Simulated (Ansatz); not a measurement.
A run on CH7AlN2, SMILES `C[NH][AlH][NH2]` with other settings.

```yaml
crystal:
  periodic: [false, false, false]
  atoms:
    - {symbol: C, position_ang: [-0.936785, 1.365354, -0.203043]}
    - {symbol: N, position_ang: [-0.693933, 0.314621, 0.759258]}
    - {symbol: Al, position_ang: [0.425106, -1.054369, 0.666242]}
    - {symbol: N, position_ang: [1.446651, -1.272666, -0.762737]}
    - {symbol: H, position_ang: [-1.971742, 1.372639, -0.567365]}
    - {symbol: H, position_ang: [-0.720118, 2.362933, 0.198971]}
    - {symbol: H, position_ang: [-0.294786, 1.230960, -1.077377]}
    - {symbol: H, position_ang: [-1.267645, 0.416993, 1.582623]}
    - {symbol: H, position_ang: [0.506189, -2.077930, 1.867521]}
    - {symbol: H, position_ang: [2.100280, -2.031387, -0.864986]}
    - {symbol: H, position_ang: [1.472184, -0.684246, -1.578607]}
basis:
  gaussian: {orbitals: def2-TZVP, final_grid: {core_spheres: 8, valence_spheres: 7, degree: 23}}
hamiltonian: {xc: {name: revPBE0}, dispersion: d3bjatm}
scf: {lower_state_search: light}
```

```sh
$ ansatz run in.yaml --threads 2 --pin off --events-out ev --progress --plain --max-ram 4352MiB
```

It prints (some lines left out):

```
Functional definition: revPBE0
1077 factors; their error is unknown
mean field evaluation 1: about -10714.3642 eV, gradient 8.4e1 eV
mean field evaluation 2: about -10693.8600 eV, gradient 1.2e2 eV
mean field evaluation 4: about -10728.2233 eV, gradient 6.7e0 eV
mean field evaluation 8: about -10728.3082 eV, gradient 1.4e-1 eV
mean field evaluation 16: about -10728.3186 eV, gradient 3.1e-5 eV
mean field -10728.31859991 eV, -394.2584366312 hartree, gradient 3.1e-5 eV, S^2 0.000000; 0 other end points of the search recorded, 0 dependent functions left out
reference -10728.31864465 eV, -394.2584382754 hartree; 20, 20 occupied and 152, 152 virtual orbitals, 1077 factors
Total energy: -10728.71823290 eV, -394.2731228728 hartree
```

Hardware: 2 threads of an Arm Neoverse V1 on a shared host. Wall time 1.6 s, peak host memory 0.41 GiB.
